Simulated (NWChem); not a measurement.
System: CH3BrOSi, singlet; SMILES [Si](Br)OC

Here is an NWChem input.

```
start job
memory heap 200 mb stack 900 mb global 1100 mb
geometry units angstroms noautoz
  Si     1.228138    -0.601456    -0.000612
  Br    -0.175827     1.245240     0.000642
  O      0.163985    -1.883298    -0.000047
  C     -1.242785    -2.069111     0.001600
  H     -1.782438    -1.098161    -0.002151
  H     -1.532725    -2.654696    -0.895144
  H     -1.531859    -2.646933     0.903660
end
basis spherical
  Si library 6-31g*
  Br library 6-31g*
  O library 6-31g*
  C library 6-31g*
  H library 6-31g*
end
dft
  xc m06-l
  iterations 150
  mulliken
end
task dft energy
```

Low-valent species are run as closed-shell singlets; no triplet was tried in these runs. Geometry: optimised at PBE-D3(BJ)/def2-SVP.

Q: Give the results of this calculation. (M06-L/6-31G* (spherical d).) Quantities: energy (Ha); highest occupied level (eV); orbital gap (eV); dipole (D).

A: 
* **energy (Ha)**: -2978.37
* **highest occupied level (eV)**: -6.51
* **orbital gap (eV)**: 3.84
* **dipole (D)**: 2.00
